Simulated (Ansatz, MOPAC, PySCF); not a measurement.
Dissociation curve of MgH, doublet.

Methods: UKS-B3LYP/6-31G* = unrestricted B3LYP/6-31G*, spherical d in PySCF 2.14.0; ROMP2 = MP2 on ROHF/aug-cc-pVQZ, frozen core in Ansatz (a quantum-chemistry and plane-wave program); UKS-PBE0 = unrestricted PBE0/aug-cc-pVQZ in Ansatz; UHF/STO-3G = PySCF 2.14.0 with unrestricted Hartree-Fock/STO-3G; PM6, unrestricted, heats of formation (MOPAC).

Energies are in kJ/mol, each relative to the lowest point of its own curve near equilibrium.

| R / Å | UKS-B3LYP/6-31G* | ROMP2 | UKS-PBE0 | UHF/STO-3G | PM6 |
|---|---|---|---|---|---|
| 1.30 | 140.1 | 136.4 | 133.1 | 109.1 | 240.9 |
| 1.40 | 73.7 | 69.4 | 68.5 | ? | 121.4 |
| 1.47 | 43.0 | 39.0 | 39.1 | 15.7 | ? |
| 1.59 | 12.2 | 9.5 | 10.3 | 0.0 | 14.9 |
| 1.65 | 4.6 | 2.8 | 3.4 | 2.7 | 3.6 |
| 1.70 | 1.1 | 0.3 | 0.6 | 9.0 | 0.0 |
| 1.74 | 0.0 | 0.0 | 0.0 | 16.3 | ? |
| 1.79 | ? | 1.4 | 0.9 | 27.8 | 3.7 |
| 1.84 | 2.1 | 4.5 | 3.2 | 41.2 | 10.1 |
| 1.90 | 6.0 | 9.9 | 7.7 | 59.3 | 20.7 |
| 2.00 | 15.4 | 22.3 | ? | 92.1 | 42.8 |
| 2.17 | 36.0 | 49.2 | 39.9 | 146.5 | 81.8 |
| 2.40 | 65.3 | 89.9 | 70.7 | 201.3 | 115.9 |
| 2.65 | 91.7 | 125.8 | 98.4 | 232.4 | 133.5 |
| 2.90 | 110.3 | 131.7 | 117.2 | ? | 142.1 |
| 3.13 | 121.4 | 133.6 | 127.5 | 249.7 | 146.3 |
| 3.46 | 130.4 | 134.5 | 134.2 | 252.2 | 149.4 |
| 3.83 | 134.8 | 134.7 | 136.4 | 253.1 | 150.7 |
| 4.22 | 136.5 | 134.8 | 137.0 | 253.3 | 151.3 |
| 4.75 | 137.4 | 134.9 | 137.3 | 253.3 | 151.4 |
| 5.27 | 137.7 | 135.0 | 137.3 | 253.3 | 151.4 |
| 6.02 | 138.0 | 135.1 | 137.4 | 253.3 | 151.5 |
| 6.91 | 138.1 | 135.1 | 137.5 | 253.3 | 151.5 |

### Question
Complete the blanks.

### Answer

- 1.40, UHF/STO-3G: 42.0
- 1.47, PM6: 66.9
- 1.74, PM6: 0.2
- 1.79, UKS-B3LYP/6-31G*: 0.3
- 2.00, UKS-PBE0: 18.0
- 2.90, UHF/STO-3G: 245.1

The T1 diagnostic of CCSD on the restricted reference of ROMP2 exceeds 0.045 at 2.00 to 3.13 Å.
